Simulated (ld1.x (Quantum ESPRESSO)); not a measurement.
## Which change was made? (Pd, TM)

| Item | Value |
| --- | --- |
| Element | Pd (Z = 46) |
| Generator | ld1.x (Quantum ESPRESSO) 7.5 |
| Type | norm-conserving Troullier–Martins (Kleinman–Bylander form) |
| Functional | revPBE |
| Relativity | fully relativistic |
| Frozen core | [Kr] |
| Valence charge | 10 |
| Reference configuration | 4d10 5s0 5p0 |
| Partial waves | 5s (bound, empty): rc 2.75 bohr; 4d (bound): rc 1.55 bohr; 5p (bound, empty): rc 1.00 bohr |
| Local potential | the p channel |
| Core correction | Bessel-smoothed model core inside 0.55 bohr |

Open shells are filled in proportion to 2j + 1 (rel_dist='average').

Cutoffs, loose and tight: the cutoffs (Ry, on a coarse ladder) from which the occupation-weighted sum of valence levels, in a spherical-Bessel basis at the reference potential, stays within 10 and 1 mRy of its value at 400 Ry. They do not see the model core or the augmentation charge, which bear on the density cutoff. Test errors are all-electron minus pseudo excitation energies from the reference, over the configurations 4d9 5s0 5p0; 4d8 5s0 5p0; 4d7 5s0 5p0; 4d9 5s0 5p1; 4d6 5s0 5p0; 4d9.5 5s0 5p0; 4d8 5s1 5p0; variants that change the core or the reference have their own tests. The largest error is taken over the tests solved by every variant that gives reliable tests at all, those not shown here included: 4d6 5s0 5p0; 4d7 5s0 5p0; 4d8 5s0 5p0; 4d9 5s0 5p0; 4d9.5 5s0 5p0.

The base gives: outcome: generated; cutoff, loose: 70 Ry; cutoff, tight: 90 Ry; bound ghosts: p3/2 (extra level of the local part), p1/2 (extra level of the local part), s; largest test error (meV): -1377.

(1) After one change the result is: outcome: generated; cutoff, loose: 70 Ry; cutoff, tight: 80 Ry; bound ghosts: s, p1/2 (extra level of the local part), p3/2 (extra level of the local part); largest test error (meV): -1310. Which change was it?
A. wave 5p (bound): rc 1.00 bohr becomes 5p (bound): rc 1.50 bohr
B. wave 5p (bound): rc 1.00 bohr becomes 5p (bound): rc 0.88 bohr
C. wave 5p (bound): rc 1.00 bohr becomes 5p (bound): rc 0.78 bohr
D. wave 5p (bound): rc 1.00 bohr becomes 5p (bound): rc 1.16 bohr
E. wave 5p (bound): rc 1.00 bohr becomes 5p (bound): rc 0.66 bohr

Answers

(1) E. The others give: wave 5p (bound): rc 1.00 bohr becomes 5p (bound): rc 0.88 bohr → outcome: generated; cutoff, loose: 70 Ry; cutoff, tight: 90 Ry; bound ghosts: p1/2 (extra level of the local part), p3/2 (extra level of the local part), s; largest test error (meV): -1374 | wave 5p (bound): rc 1.00 bohr becomes 5p (bound): rc 1.16 bohr → outcome: generated; cutoff, loose: 70 Ry; cutoff, tight: 110 Ry; bound ghosts: s, d5/2, d3/2, p3/2 (extra level of the local part), p1/2 (extra level of the local part); largest test error (meV): -3853 | wave 5p (bound): rc 1.00 bohr becomes 5p (bound): rc 0.78 bohr → outcome: generated; cutoff, loose: 70 Ry; cutoff, tight: 80 Ry; bound ghosts: s, p3/2 (extra level of the local part), p1/2 (extra level of the local part); largest test error (meV): -1360 | wave 5p (bound): rc 1.00 bohr becomes 5p (bound): rc 1.50 bohr → outcome: failed: run_pseudo: Errors in PS-KS equation.
